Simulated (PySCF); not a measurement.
`BP[SiH2]O[SiH3]`, BH8OPSi2

Geometry (Å), atoms numbered from 1 in this order:
```xyz
13

B     2.925    0.271    0.367
P     1.240    0.906   -0.044
Si    0.096   -0.773   -0.988
O    -1.530   -0.478   -0.901
Si   -2.711    0.102    0.117
H     3.890    0.982    0.245
H     3.015   -0.819    0.877
H     1.373    1.913   -1.033
H     0.435   -0.943   -2.427
H     0.467   -1.982   -0.198
H    -3.982    0.177   -0.654
H    -2.338    1.460    0.612
H    -2.882   -0.816    1.283
```

Method used: PySCF, GIAO B3LYP/aug-cc-pVDZ magnetisability, rotational g tensor and spin-rotation constants, non-relativistic, gas phase. Geometry: PBE0-D3(BJ)/def2-SVP.

(1) Give the nuclear spin-rotation constants along the inertial axes (H = +C I·J) beside the isotropic shieldings.

Answers

(1) Rotational constants 5.3487, 1.0979, 0.9750 GHz. A star marks the isotopologue with that one atom substituted, in its own axes.
| atom | isotope | Caa (kHz) | Cbb (kHz) | Ccc (kHz) | mean (kHz) | σ (ppm) |
| --- | --- | --- | --- | --- | --- | --- |
| B1 | 11B | 2.177 | 0.207 | 0.383 | 0.922 | 34.1 |
| P2 | 31P | 5.970 | 1.218 | 1.373 | 2.854 | 469.9 |
| H6 | 1H | 0.343 | -0.082 | -0.047 | 0.071 | 23.3 |
| H7 | 1H | -0.399 | -0.064 | 0.072 | -0.131 | 23.4 |
| H8 | 1H | -0.536 | -0.113 | 0.042 | -0.202 | 27.4 |
| H9 | 1H | -0.464 | -0.012 | -0.015 | -0.164 | 25.7 |
| H10 | 1H | -0.449 | -0.073 | 0.038 | -0.162 | 25.7 |
| H11 | 1H | 0.092 | -0.095 | -0.054 | -0.019 | 26.5 |
| H12 | 1H | -0.341 | 0.022 | -0.073 | -0.131 | 26.2 |
| H13 | 1H | -0.427 | -0.099 | 0.046 | -0.160 | 26.4 |
| Si3 | 29Si* | -2.503 | -0.604 | -0.576 | -1.228 | 427.8 |
| O4 | 17O* | -0.526 | -0.076 | -0.043 | -0.215 | 310.7 |
| Si5 | 29Si* | -2.684 | -0.534 | -0.525 | -1.248 | 448.7 |

For the geometry as given, no vibrational averaging.
